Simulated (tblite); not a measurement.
C6H11NOSi.
SMILES with atom numbers: `[CH3:1][N:2]([CH:3]=[O:4])[C@@H:5]1[CH:6]=[CH:7][CH2:8][SiH2:9]1` (hydrogens: H10, H11, H12 on C1; H13 on C3; H14 on C5; H15 on C6; H16 on C7; H17, H18 on C8; H19, H20 on Si9)

Geometry (GFN2-xTB, Å), atoms numbered from 1 in this order:
```xyz
20
C6H11NOSi angstrom
C     -1.662   -0.557    0.949
N     -1.395   -0.122   -0.395
C     -2.364    0.181   -1.268
O     -2.193    0.577   -2.399
C     -0.003    0.044   -0.784
C      0.827   -1.153   -0.421
C      1.923   -0.972    0.295
C      2.292    0.414    0.734
Si     0.917    1.533    0.024
H     -2.735   -0.536    1.135
H     -1.296   -1.575    1.105
H     -1.162    0.100    1.665
H     -3.374    0.027   -0.843
H     -0.033    0.149   -1.875
H      0.503   -2.124   -0.768
H      2.574   -1.789    0.574
H      2.375    0.449    1.822
H      3.281    0.670    0.352
H      0.121    2.199    1.060
H      1.400    2.494   -0.964
```

Method: GFN2-xTB as coded in tblite; computed harmonic values from a numerical Hessian at the method's own geometry, unscaled. Against measured fundamentals such values can be off by several per cent, at times by over 20. Modes of hydrogen on silicon can be 10 to 20 % off. One conformer, not necessarily the lowest.

Harmonic wavenumbers (cm⁻¹): 39.4, 48.2, 93.2, 166.7, 188.0, 229.8, 255.7, 344.0, 371.5, 417.5, 456.1, 502.1, 540.6, 630.4, 638.5, 657.9, 697.1, 734.9, 780.9, 785.5, 826.5, 906.2, 909.2, 925.2, 996.3, 1039.3, 1062.7, 1097.3, 1106.5, 1124.6, 1196.6, 1215.6, 1241.6, 1262.4, 1310.0, 1377.8, 1402.6, 1434.7, 1460.1, 1462.4, 1490.9, 1708.1, 1748.3, 2240.9, 2292.8, 2757.6, 2917.6, 2955.8, 2959.7, 2979.1, 2987.0, 3021.3, 3059.0, 3075.3.

A = 2413, B = 966.4, C = 877.3 MHz; mass 141.061 u (most abundant isotopes); point group C1, symmetry number 1.

Task: What is the zero-point energy?

Result: Half the sum of the wavenumbers: 34064 cm⁻¹ = 407.50 kJ/mol.

Task: Entropy at 500 K, 1 bar (ideal gas, RRHO, classical rotation)?

Result: Translation 181.33, rotation 129.64, vibration 220.21: S = 531.2 J/(mol K).

Task: And Cp and H(500 K) − H(0)?

Result: Cp = 254.28 J/(mol K), of which vibrations give 221.02 (their classical limit is 54 R = 449.0); H(500 K) − H(0) = 73.20 kJ/mol without the zero-point energy, 56.57 from vibrations.

Task: How do the functions run with temperature in this model?

Result: 
```json
{"T (K)": "100", "S (J/(mol K))": "296.9", "Cp (J/(mol K))": "77.7", "H − H(0) (kJ/mol)": "5.54", "G − H(0) (kJ/mol)": "-24.15", "ln q(vib)": "2.08"}
{"T (K)": "200", "S (J/(mol K))": "364.3", "Cp (J/(mol K))": "122.8", "H − H(0) (kJ/mol)": "15.52", "G − H(0) (kJ/mol)": "-57.33", "ln q(vib)": "4.74"}
{"T (K)": "300", "S (J/(mol K))": "423.2", "Cp (J/(mol K))": "171.1", "H − H(0) (kJ/mol)": "30.21", "G − H(0) (kJ/mol)": "-96.74", "ln q(vib)": "7.43"}
{"T (K)": "800", "S (J/(mol K))": "669.6", "Cp (J/(mol K))": "333.6", "H − H(0) (kJ/mol)": "162.47", "G − H(0) (kJ/mol)": "-373.18", "ln q(vib)": "20.82"}
{"T (K)": "1000", "S (J/(mol K))": "747.8", "Cp (J/(mol K))": "367.5", "H − H(0) (kJ/mol)": "232.76", "G − H(0) (kJ/mol)": "-515.09", "ln q(vib)": "25.78"}
```

q(vib) and H(0) count from the zero-point level.

Task: What must be added to the electronic energy to get the Gibbs energy at 500 K and 1 bar?

Result: ZPE + [H(500 K) − H(0)] − T·S = 407.50 + 73.20 − 265.58 = 215.12 kJ/mol.

Task: Blend soft modes into free rotors: weight 1/[1 + (100 cm⁻¹/ν̃)⁴] for the oscillator and the rest for a rotor with moment μB/(μ + B), μ = h/(8π²ν), B = 10⁻⁴⁴ kg m². What vibrational entropy results?

Result: 201.45 J/(mol K) in place of 220.21, which changes −T·S at 500 K by +9.38 kJ/mol.

Task: Which modes carry the vibrational entropy at 500 K?

Result: 39.4 cm⁻¹: 26.42; 48.2 cm⁻¹: 24.75; 93.2 cm⁻¹: 19.28; 166.7 cm⁻¹: 14.50; 188.0 cm⁻¹: 13.52; 229.8 cm⁻¹: 11.90 J/(mol K); the other 48 give 109.83 together.

Hindered rotation and anharmonicity are outside this model. Other conformers, if any are populated, would add a mixing term that is left out. The structure is chiral; the term R ln 2 for an equal mix with its mirror image is left out.
